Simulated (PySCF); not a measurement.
**TDDFT excited states: C5H7OP**

C₅H₇OP.
Atom-mapped SMILES: `[CH:1]#[C:2][P:3]([CH3:4])[C:5]([CH3:6])=[O:7]` (hydrogens: H8 on C1; H9, H10, H11 on C4; H12, H13, H14 on C6)

Theory: TDDFT PBE0/def2-SVPD, vertical, gas phase, core orbitals frozen in the response in PySCF 2.14.0, density-fitted response routines. The structure is a single GFN2-xTB conformer in the gas phase; no vibrational or solvent corrections. Torsions of this conformer, `[CH:1]#[C:2][P:3]([CH3:4])[C:5]([CH3:6])=[O:7]`: C2–P3–C5–C6 53°.

```tsv
state	E (eV)	ν̃ (cm⁻¹)	f	main configurations (H = HOMO, L = LUMO)
S1	3.90	31460	0.0061	H→L (86%), H-1→L (10%)
S2	5.02	40460	0.0064	H→L+1 (72%), H-1→L (21%)
S3	5.44	43890	0.036	H-1→L (49%), H→L+2 (20%), H→L+1 (19%)
S4	5.77	46550	0.082	H→L+2 (56%), H-1→L+1 (22%), H-1→L (12%)
S5	6.28	50630	0.049	H-1→L+2 (41%), H-1→L+1 (22%), H→L+2 (10%)
S6	6.41	51690	0.0094	H→L+3 (93%)
S7	6.43	51900	0.010	H-2→L (65%), H-1→L+1 (14%)
S8	6.65	53670	0.072	H-1→L+2 (35%), H-2→L (18%), H-1→L+1 (15%)
```

Triplets (Tamm–Dancoff): T1 3.27 eV, H→L (86%), H-1→L (9%); T2 4.54 eV, H→L+1 (75%), H→L+2 (14%); T3 4.70 eV, H→L+2 (52%), H→L+1 (11%), H-1→L+1 (10%).

The lowest singlet lies at 3.90 eV (318 nm, ultraviolet) and is weak; its leading configuration is HOMO→LUMO (86%). The strongest level in the table is S4 at 5.77 eV (215 nm, f = 0.082). Löwdin shares by element: HOMO phosphorus 30%, oxygen 27%, carbon 21% or more (atoms not listed hold the other 22%); LUMO carbon 43% or more, oxygen 31%, phosphorus 12%. Weighted by f, the mean energy of these states is 6.04 eV. The oscillator strengths of these states sum to 0.272; summed over the whole spectrum of an exact calculation they would give the number of electrons, 60 (Thomas–Reiche–Kuhn). Of the 8 states listed, 5 reach f = 0.01 and none stays under 0.0005. The window holds the lowest 8 singlets.
